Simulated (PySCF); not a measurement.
CH4BrGaO. Atoms are numbered in the order given.

```xyz
8

Ga    -0.8437    -0.4987     0.0000
H     -2.3872    -0.5556     0.0000
Br     0.3663     1.4585     0.0000
O      0.1102    -1.9948     0.0000
C      1.5207    -2.1045     0.0000
H      1.8454    -2.6641     0.8939
H      1.8454    -2.6641    -0.8939
H      2.0264    -1.1222     0.0000
```
Charge 0, spin multiplicity 1.

The structure is a stationary point at TPSSh-D3(BJ)/def2-SVP. The structure was generated by enumeration; whether it is a known compound was not checked. One conformer was computed; it need not be the lowest.

These are PBE/pcSseg-1 in PySCF values and carry that method's errors.

GIAO shieldings, no solvent; atoms alike by connectivity are averaged. δ = σ(ref) − σ: ¹H against TMS (σ = 31.49 ppm); ¹⁷O against H2O (σ = 334.3 ppm); ¹³C against TMS (σ = 182.0 ppm), references at their B3LYP-D3(BJ)/def2-TZVP geometries, non-relativistic (without spin–orbit terms, shifts of atoms bonded to Cl or Br come out too high).

```json
[
 {"nucleus": "¹H", "atoms": "H2", "count": "1", "δ (ppm)": "6.16"},
 {"nucleus": "¹H", "atoms": "H6, H7, H8", "count": "3", "δ (ppm)": "4.56"},
 {"nucleus": "¹⁷O", "atoms": "O4", "count": "1", "δ (ppm)": "153.9"},
 {"nucleus": "¹³C", "atoms": "C5", "count": "1", "δ (ppm)": "61.9"}
]
```
